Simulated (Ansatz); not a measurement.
This geometry of AlCl2H3O + FH (9 atoms, charge 0, multiplicity 1) is a first-order saddle point.

Theory: RKS r2SCAN-D4/def2-SVP in Ansatz 0.2.0.

```xyz
9
Properties=species:S:1:pos:R:3
Al -0.692 0.124 -0.097
H -1.169 -1.332 0.598
Cl -1.083 -0.273 -2.181
Cl -1.591 1.872 0.671
H 1.860 0.247 0.061
O 1.159 0.518 -0.553
H -0.336 -1.078 1.342
F 0.453 -0.419 1.636
H 1.399 0.341 -1.478
```

(1) Which two structures does it join? (They come from a converged band through this point; their orientation in space is the band's.)

(2) How far does it lie above each of them?

Answers

(1) Bonds broken: Al1–H2, H7–F8. Bonds formed: Al1–F8, H2–H7. AlCl2H3O + FH becomes AlCl2FH2O + H2.

Image 0:

```xyz
9
Properties=species:S:1:pos:R:3
Al -0.967 0.330 -0.323
H -1.037 -0.789 0.836
Cl -1.207 -0.399 -2.304
Cl -1.865 2.169 0.182
H 1.353 -0.035 0.340
O 0.940 0.598 -0.316
H 0.225 -1.164 1.326
F 1.189 -1.193 1.438
H 1.369 0.482 -1.179
```

Image 8:

```xyz
9
Properties=species:S:1:pos:R:3
Al -0.181 0.237 -0.026
H -2.105 -1.606 1.321
Cl -0.781 -0.808 -1.770
Cl -1.392 1.799 0.683
H 2.194 0.781 -0.332
O 1.406 1.079 -0.821
H -1.400 -1.683 1.595
F 0.743 -0.602 1.097
H 1.516 0.802 -1.747
```

(2) 36.9 kJ/mol above the first and 158.3 kJ/mol above the second. This is the barrier of this one path; another mechanism may lie lower. The orbitals stay closed-shell, which can raise the energy where a bond breaks towards radicals; this wasn't checked here.

Run time: 16 min on 2 threads of Arm Neoverse V1, on a shared host, peak memory 0.17 GiB.
